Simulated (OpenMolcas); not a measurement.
OpenMolcas run: N

Input:

```
&GATEWAY
Coord
1

N 0.0 0.0 0.0
Basis=ANO-R1
Group=XYZ
NoMove
AngMom=0.0 0.0 0.0
AMFI
&SEWARD
* reference wave functions (RASSCF and RASSI steps not shown): 5 electrons in 4 orbitals (2s 2p)
>>> COPY JOB001 $Project.JobIph
&CASPT2
Multistate=1 1
Frozen=0 0
IPEA=0.25
Imaginary=0.1
MaxIter=60
WThr=0.0 0.3 0.05
PrWF=0.5
NoMix
>>> COPY JOB002 $Project.JobIph
&CASPT2
Multistate=8 1 2 3 4 5 6 7 8
Frozen=0 0
IPEA=0.25
Imaginary=0.1
MaxIter=60
WThr=0.0 0.3 0.05
PrWF=0.5
NoMix
>>> COPY JOB003 $Project.JobIph
&CASPT2
Multistate=3 1 2 3
Frozen=0 0
IPEA=0.25
Imaginary=0.1
MaxIter=60
WThr=0.0 0.3 0.05
PrWF=0.5
NoMix
```

Output, cut to the results:

```
--- CASPT2 ---
Orbital specifications:
      -----------------------

      Symmetry species                           1   2
                                                ag  au
      Frozen orbitals                            0   0
      Inactive orbitals                          1   0
      Active orbitals                            1   3
      Secondary orbitals                         6   3
      Deleted orbitals                           0   0
      Number of basis functions                  8   6
Type of calculation                        SS-CASPT2
      Fock operator                              state-specific
      IPEA shift                                 0.25
      Real shift                                 0.00
      Imaginary shift                            0.10
      The input orbitals will be transformed to quasi-canonical
Reference energy:         -54.4255428789
      E2 (Non-variational):      -0.0736683031
      Shift correction:          -0.0000884145
      E2 (Variational):          -0.0737567176
      Total energy:             -54.4992995966
      Residual norm:              0.0000004120
      Reference weight:           0.97635
      Contributions to the CASPT2 correlation energy
      Active & Virtual Only:         -0.0721888124
      One Inactive Excited:          -0.0012511784
      Two Inactive Excited:          -0.0002283124
::    CASPT2 Root  1     Total energy:    -54.49929960
--- CASPT2 ---
Orbital specifications:
      -----------------------

      Symmetry species                           1   2
                                                ag  au
      Frozen orbitals                            0   0
      Inactive orbitals                          1   0
      Active orbitals                            1   3
      Secondary orbitals                         6   3
      Deleted orbitals                           0   0
      Number of basis functions                  8   6
Type of calculation                        MS-CASPT2
      Fock operator                              state-specific
      IPEA shift                                 0.25
      Real shift                                 0.00
      Imaginary shift                            0.10
      The input orbitals will be transformed to quasi-canonical
Reference energy:         -54.3200551967
      E2 (Non-variational):      -0.0822005815
      Shift correction:          -0.0001019210
      E2 (Variational):          -0.0823025024
      Total energy:             -54.4023576992
      Residual norm:              0.0000001592
      Reference weight:           0.97298
      Contributions to the CASPT2 correlation energy
      Active & Virtual Only:         -0.0808859038
      One Inactive Excited:          -0.0010898268
      Two Inactive Excited:          -0.0002248508
Reference energy:         -54.3200551967
      E2 (Non-variational):      -0.0821255853
      Shift correction:          -0.0001018538
      E2 (Variational):          -0.0822274390
      Total energy:             -54.4022826358
      Residual norm:              0.0000001591
      Reference weight:           0.97300
      Contributions to the CASPT2 correlation energy
      Active & Virtual Only:         -0.0808110564
      One Inactive Excited:          -0.0010896781
      Two Inactive Excited:          -0.0002248508
::    CASPT2 Root  1     Total energy:    -54.40235770
::    CASPT2 Root  2     Total energy:    -54.40228264
::    CASPT2 Root  3     Total energy:    -54.40186723
::    CASPT2 Root  4     Total energy:    -54.40229645
::    CASPT2 Root  5     Total energy:    -54.40165006
::    CASPT2 Root  6     Total energy:    -54.35926722
::    CASPT2 Root  7     Total energy:    -54.35926722
::    CASPT2 Root  8     Total energy:    -54.35926722
::    MS-CASPT2 Root  1     Total energy:    -54.40418471
::    MS-CASPT2 Root  2     Total energy:    -54.40250931
::    MS-CASPT2 Root  3     Total energy:    -54.40230489
::    MS-CASPT2 Root  4     Total energy:    -54.40218366
::    MS-CASPT2 Root  5     Total energy:    -54.39927291
::    MS-CASPT2 Root  6     Total energy:    -54.35926710
::    MS-CASPT2 Root  7     Total energy:    -54.35926676
::    MS-CASPT2 Root  8     Total energy:    -54.35926640
--- CASPT2 ---
Orbital specifications:
      -----------------------

      Symmetry species                           1   2
                                                ag  au
      Frozen orbitals                            0   0
      Inactive orbitals                          1   0
      Active orbitals                            1   3
      Secondary orbitals                         6   3
      Deleted orbitals                           0   0
      Number of basis functions                  8   6
Type of calculation                        MS-CASPT2
      Fock operator                              state-specific
      IPEA shift                                 0.25
      Real shift                                 0.00
      Imaginary shift                            0.10
      The input orbitals will be transformed to quasi-canonical
Reference energy:         -54.0142856275
      E2 (Non-variational):      -0.0851972664
      Shift correction:          -0.0001631914
      E2 (Variational):          -0.0853604577
      Total energy:             -54.0996460852
      Residual norm:              0.0000002827
      Reference weight:           0.96765
      Contributions to the CASPT2 correlation energy
      Active & Virtual Only:         -0.0836911089
      One Inactive Excited:          -0.0012930034
      Two Inactive Excited:          -0.0002131540
Reference energy:         -54.0142856275
      E2 (Non-variational):      -0.0851972664
      Shift correction:          -0.0001631914
      E2 (Variational):          -0.0853604577
      Total energy:             -54.0996460852
      Residual norm:              0.0000002827
      Reference weight:           0.96765
      Contributions to the CASPT2 correlation energy
...
```

Levels above the lowest, from the spin-orbit matrix with the single-state CASPT2 energies, averaged by term, on its diagonal:

```
Configuration  Term    J  E (cm⁻¹)  Measured (cm⁻¹)      g  Term weight %
      2s² 2p³   ⁴S°  3/2       0.0              0.0  2.002            100
      2s² 2p³   ²D°  3/2     21330            19233  0.800            100
      2s² 2p³   ²D°  5/2     21340            19224  1.200            100
      2s² 2p³   ²P°  3/2     30730            28839  1.334            100
      2s² 2p³   ²P°  1/2     30740            28839  0.666            100
       2s 2p⁴    ⁴P  5/2     87680            88107  1.601            100
       2s 2p⁴    ⁴P  3/2     87740            88151  1.735            100
       2s 2p⁴    ⁴P  1/2     87770            88171  2.671            100
```

Against the 7 measured excited levels shown (NIST Handbook of Basic Atomic Spectroscopic Data) the mean absolute deviation is 1300 cm-1; the largest miss in energy is 2s² 2p³ ²D°_5/2: computed 21340, measured 19224 cm⁻¹ (+11.0 %).

CASPT2 does not keep the components of a term degenerate, so their means are used; among the terms shown or strongly mixed into the levels shown the widest spread is 160 cm-1 (2s² 2p³ ²D°). Measured partners are found by configuration, term and J. A level has none where our copy of the source lacks it or the pairing is in doubt (some pairs that miss far off the trend of their configuration count as doubtful), and it then counts in no deviation. Only configurations of the active space appear. The first state left out of the spin-orbit step lies near 140000 cm-1 above the lowest spin-free state of the reference (among the parities and spins computed), and the list stops at four fifths of that energy or lower.

The term weight is that of the spin-free term in the level, not the purity of its configuration. ° marks odd parity.
